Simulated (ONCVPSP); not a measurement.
# cerium: excitation energies, all-electron against ONCV

| Quantity | Value |
| --- | --- |
| Element | cerium |
| Generator | ONCVPSP 4.0.1 |
| Type | optimised norm-conserving Vanderbilt (ONCV) |
| Functional | LDA (Perdew-Zunger) |
| Relativity | scalar-relativistic |
| Frozen core | [Kr] 4d10 4f1 |
| Valence charge | 11 |
| Reference configuration | 5s2 5p6 5d1 6s1.75 6p0.25 |
| Partial waves | 5s+6s: rc 2.90 bohr, ncon 5, nbas 8, qcut 5.1 1/bohr, 2 projectors; 5p+6p: rc 3.10 bohr, ncon 4, nbas 8, qcut 4.7 1/bohr, 2 projectors; 5d: rc 2.90 bohr, ncon 4, nbas 9, qcut 3.6 1/bohr, local |
| Local potential | the d channel |
| Core correction | none |

Energies are relative to the spin-unpolarised reference configuration 5s2 5p6 5d1 6s1.75 6p0.25; without spin polarisation the order of configurations can differ from experiment.

| valence configuration | charge | ΔE all-electron (eV) | error AE − PS (meV) |
| --- | --- | --- | --- |
| 5s2 5p6 5d1 6s1 6p0 | +1 | 5.649 | -1.4 |
| 5s2 5p6 5d1 6s0 6p0 | +2 | 16.995 | -4.7 |
| 5s2 5p6 5d2 6s1 6p0 | 0 | 0.302 | -3.7 |

Task: What are ΔE and the potential's error for 5s2 5p6 5d1 6s2 6p0?

Result: ΔE = -0.622 eV all-electron; the error (AE − PS) is 0.0 meV.
